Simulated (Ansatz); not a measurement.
The inner images of a band of C₂H₅B₂NO (11 atoms, charge 0, multiplicity 1) are given out of order.

All numbers below come from Ansatz 0.2.0, RKS revPBE-D4/STO-3G.

Image 0:

```xyz
11
Properties=species:S:1:pos:R:3
C 2.787 -0.037 0.142
C 1.696 -0.589 -0.003
B 0.317 -1.192 -0.170
B -1.039 -0.206 -0.086
N -0.865 1.190 0.147
O -2.304 -0.784 -0.246
H 3.766 0.423 0.268
H 0.253 -2.363 -0.354
H 0.084 1.614 0.264
H -1.627 1.910 0.221
H -3.003 -0.024 -0.163
```

Image 8:

```xyz
11
Properties=species:S:1:pos:R:3
C 2.781 -0.036 0.146
C 1.693 -0.592 -0.001
B 0.315 -1.196 -0.170
B -1.040 -0.207 -0.085
N -0.859 1.190 0.140
O -2.308 -0.782 -0.235
H 3.759 0.429 0.273
H 0.250 -2.366 -0.360
H -1.616 1.914 0.213
H 0.094 1.608 0.251
H -3.004 -0.019 -0.151
```

**Question.** Put them in order from the first end to the last, with their energies above the first end.
A.
```xyz
11
Properties=species:S:1:pos:R:3
C 2.828 -0.120 0.136
C 1.716 -0.577 -0.128
B 0.323 -1.107 -0.391
B -1.030 -0.191 -0.002
N -0.925 1.230 0.056
O -2.234 -0.858 0.253
H 3.822 0.263 0.365
H 0.241 -2.187 -0.877
H -0.024 1.732 -0.119
H -1.719 1.900 0.212
H -2.933 -0.140 0.516
```
B.
```xyz
11
Properties=species:S:1:pos:R:3
C 2.530 0.123 -1.286
C 1.428 -0.379 -1.061
B 0.086 -0.980 -0.707
B -0.875 -0.289 0.485
N -0.834 1.120 0.698
O -1.699 -1.130 1.242
H 3.510 0.552 -1.492
H -0.249 -1.947 -1.310
H -1.453 1.660 1.353
H -0.212 1.754 0.146
H -2.167 -0.540 1.953
```
C.
```xyz
11
Properties=species:S:1:pos:R:3
C 2.896 -0.304 -0.034
C 1.727 -0.520 -0.352
B 0.280 -0.803 -0.666
B -0.957 -0.222 0.281
N -1.155 1.237 0.211
O -1.808 -1.002 1.044
H 3.934 -0.121 0.240
H 0.034 -1.314 -1.712
H -0.368 1.773 -0.238
H -2.042 1.572 -0.253
H -2.474 -0.353 1.500
```
D.
```xyz
11
Properties=species:S:1:pos:R:3
C 2.885 -0.252 0.104
C 1.744 -0.570 -0.231
B 0.326 -0.966 -0.572
B -0.994 -0.168 0.096
N -1.059 1.255 0.018
O -2.008 -0.925 0.692
H 3.901 0.016 0.393
H 0.190 -1.853 -1.352
H -0.306 1.833 -0.421
H -1.914 1.830 0.219
H -2.699 -0.257 1.075
```
E.
```xyz
11
Properties=species:S:1:pos:R:3
C 2.743 -0.135 -0.926
C 1.554 -0.454 -0.911
B 0.098 -0.847 -0.810
B -0.870 -0.218 0.419
N -1.126 1.182 0.470
O -1.387 -1.104 1.369
H 3.798 0.139 -0.944
H -0.319 -1.598 -1.631
H -1.769 1.653 1.153
H -0.754 1.860 -0.232
H -1.902 -0.534 2.063
```
F.
```xyz
11
Properties=species:S:1:pos:R:3
C 2.792 -0.297 -0.496
C 1.604 -0.565 -0.677
B 0.117 -0.768 -0.863
B -0.907 -0.259 0.358
N -1.447 1.074 0.177
O -1.181 -1.001 1.500
H 3.846 -0.061 -0.352
H -0.261 -1.101 -1.938
H -1.411 1.777 0.957
H -1.263 1.575 -0.725
H -1.823 -0.431 2.079
```
G.
```xyz
11
Properties=species:S:1:pos:R:3
C 2.831 -0.266 -0.248
C 1.645 -0.482 -0.497
B 0.179 -0.731 -0.756
B -0.959 -0.290 0.356
N -1.404 1.184 0.292
O -1.555 -1.058 1.319
H 3.884 -0.083 -0.035
H -0.136 -1.067 -1.852
H -0.513 1.776 0.354
H -1.694 1.380 -0.721
H -2.213 -0.421 1.809
```

**Answer.** A (+2.0 kJ/mol), D (+6.8 kJ/mol), C (+35.5 kJ/mol), G (+63.4 kJ/mol), F (+26.3 kJ/mol), E (+8.9 kJ/mol), B (+2.9 kJ/mol).

Run time: 6.9 min on 1 thread of Arm Neoverse V2 (shared host), peak memory 0.095 GiB.
